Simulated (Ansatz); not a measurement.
Consider the atomization: `C=[C](N)[GeH3]` → 2 C• + Ge• + 7 H• + N•.

Calculated with Ansatz (gas phase, PBE0-D4/def2-TZVP geometries, no zero-point term in ΔE). CCSD(T)/CBS is the MP2 limit (def2-TZVPP, def2-QZVPP) plus CCSD(T) − MP2 in def2-TZVPP, frozen cores. This one scheme is used for every species, atoms too. For atomizations the MP2-based limit and the directly extrapolated one differ by several kJ/mol either way, and by 10 to 25 for some Ge, Se and Sn compounds, so smaller differences from it don't rank the levels. Functionals use def2-TZVPP. No spin–orbit coupling; open shells (•) take unrestricted orbitals. Spin–orbit coupling would lower the free atoms: a little for C; clearly for Ge. For Ge outer-core shells are correlated without core-valence functions, so the limit isn't a true one: a few kJ/mol of doubt a bond, and 10 to 20 or more in all where bonds break to atoms. Scalar relativity is left out up to krypton. Each species was taken in one conformer, which may not be the lowest.

```
      level  ΔE (kcal/mol)
LDA (SPW92)         1050.6
  r2SCAN-D4          916.6
```

(1) What does CCSD(T)/CBS give? (An estimate is asked.)

Largest T1 diagnostic among the species: 0.012.

Results:

(1) The calculation gave: +916.9 kcal/mol. The listed levels differ from it by 133.7, -0.3 kcal/mol.

Leaving LDA and LC-ωPBE aside and taking each functional with its dispersion term where it has one, the values, not all of them listed here, spread over 41.4 kcal/mol, from BHLYP-D4 to PBE-D4. LDA lies +122.0 kcal/mol from PBE without D4, its usual overbinding. At CCSD(T), def2-SVP lies −51.5 kcal/mol from the extrapolated value and def2-TZVPP −22.0 kcal/mol: correlation converges slowly with the basis, and small sets miss more of it in the bonded molecule than in its fragments.
